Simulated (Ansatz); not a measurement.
B(Cl)(Me)(Et) (C₃H₈BCl), SMILES ClB(CC)C. Atoms are numbered in the order given.

```xyz
13

B      0.1481     0.5108     0.2344
Cl     0.4740    -1.0890     0.9518
C      0.6947     1.7656     0.9930
H      1.7995     1.7419     0.9795
H      0.4161     1.7438     2.0596
H      0.3700     2.7218     0.5551
C     -0.6499     0.5984    -1.1105
C     -1.0801    -0.6855    -1.8122
H     -0.0463     1.2413    -1.7844
H     -1.5271     1.2419    -0.8862
H     -1.7211    -1.2995    -1.1606
H     -0.2094    -1.3065    -2.0754
H     -1.6390    -0.4802    -2.7385
```
Charge 0, spin multiplicity 1.

Geometry optimised at r2SCAN-D4/def2-SVP. One conformer was computed; it need not be the lowest.

Two levels are set side by side: PBE-D3(BJ)/def2-SVP (Ansatz, an electronic-structure program) and r2SCAN-D4/def2-SVP (Ansatz). Each level has its own optimised geometry; the coordinates shown are those of the second. Differences are taken from unrounded values.

```tsv
quantity	r2SCAN-D4	PBE-D3(BJ)	PBE-D3(BJ) minus r2SCAN-D4
mean bond length (Å)	1.273	1.279	0.006
bond B1–Cl2 (Å)	1.783	1.784	0.001
bond B1–C3 (Å)	1.565	1.570	0.006
bond B1–C7 (Å)	1.566	1.572	0.006
bond C7–C8 (Å)	1.525	1.529	0.004
bond C3–H4 (Å)	1.105	1.114	0.009
bond C3–H5 (Å)	1.103	1.109	0.006
bond C3–H6 (Å)	1.101	1.108	0.008
bond C7–H9 (Å)	1.110	1.116	0.006
bond C7–H10 (Å)	1.111	1.119	0.008
bond C8–H11 (Å)	1.101	1.109	0.007
bond C8–H12 (Å)	1.101	1.109	0.008
bond C8–H13 (Å)	1.101	1.109	0.007
```

Here PBE gives about what the other level gives.
